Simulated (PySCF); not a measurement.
Saddle point of CH7BSe, closed shell (CH₅B ([BH2][CH3]) + H₂Se → BH₃Se ([BH2][SeH]) + CH₄; bonds formed: C2–H5; dative contacts that become bonds: B1–Se6; bonds broken: B1–C2, H5–Se6), PBE0-D4/def2-TZVP structure:

```tsv
atom	x (Å)	y (Å)	z (Å)
B1	0.5791	0.5745	0.0612
C2	-0.9612	0.1597	-0.5922
H3	0.4320	1.2156	1.0547
H4	1.2873	0.9400	-0.8286
H5	0.1141	-0.7068	-0.0534
Se6	1.5953	-1.2780	0.6696
H7	-0.9854	-0.4309	-1.5103
H8	-1.7063	-0.2178	0.1099
H9	-1.2356	1.1849	-0.8539
H10	0.8808	-1.4412	1.9429
```

Energies are electronic, without zero-point energy. Barriers and step energies count from the start structure reached by relaxing down the imaginary mode; all methods use the PBE0-D4 structures, on which another method's saddle can fall below an end. Computed with PySCF 2.14 with density fitting (its default auxiliary sets; JK sets also for MP2 and CCSD(T)) (basis: def2-TZVPP, with def2-QZVPP for the basis limit); correlated methods freeze the cores. Filled d shells of the heavier atoms are correlated. The def2 sets are not built for correlating such inner shells, so the correlated values are less sure here. B3LYP uses VWN-RPA correlation. Extrapolation: Hartree–Fock as exp(−7.88 √X), correlation as X^−2.97.

```json
{"method": "SPW92", "barrier (eV)": "0.566", "step energy (eV)": "-0.186"}
{"method": "PBE-D4", "barrier (eV)": "?", "step energy (eV)": "-0.490"}
{"method": "r2SCAN-D4", "barrier (eV)": "0.747", "step energy (eV)": "-0.585"}
{"method": "PBE0-D4", "barrier (eV)": "0.792", "step energy (eV)": "-0.520"}
{"method": "B3LYP-D4", "barrier (eV)": "?", "step energy (eV)": "-0.682"}
{"method": "BHLYP-D4", "barrier (eV)": "?", "step energy (eV)": "-0.734"}
{"method": "wB97M-V", "barrier (eV)": "0.932", "step energy (eV)": "-0.618"}
{"method": "HF", "barrier (eV)": "1.370", "step energy (eV)": "-1.097"}
{"method": "MP2", "barrier (eV)": "0.852", "step energy (eV)": "-0.625"}
{"method": "CCSD", "barrier (eV)": "1.048", "step energy (eV)": "-0.696"}
{"method": "CCSD(T)", "barrier (eV)": "0.964", "step energy (eV)": "-0.656"}
```

(1) Fill in the withheld barriers. (An estimate is asked for; the value comes from the calculation.)

No T1 diagnostic of these runs exceeds 0.012. The end structure is not quite a true minimum (one mode of 39i cm⁻¹).

## Answers

(1) By the calculation: B3LYP-D4 0.904; BHLYP-D4 1.055; PBE-D4 0.683 eV. Each is the energy of the saddle less that of the start structure, by the same method.

For comparison, the barrier by CCSD(T) at an estimated basis limit (MP2 extrapolated from triple and quadruple zeta, plus CCSD(T) − MP2 in triple zeta) is 0.899 eV.

Labels in which every atom is bracketed show which atoms are joined, not bond orders.

For scale, one of the runs: CCSD(T)/def2-TZVPP, 208 basis functions, launched by `OMP_NUM_THREADS=4 python run.py`. The run took 7.7 min on 4 CPU threads of an AMD EPYC 7R43 (shared host), with 3.3 GiB of host memory at its peak.
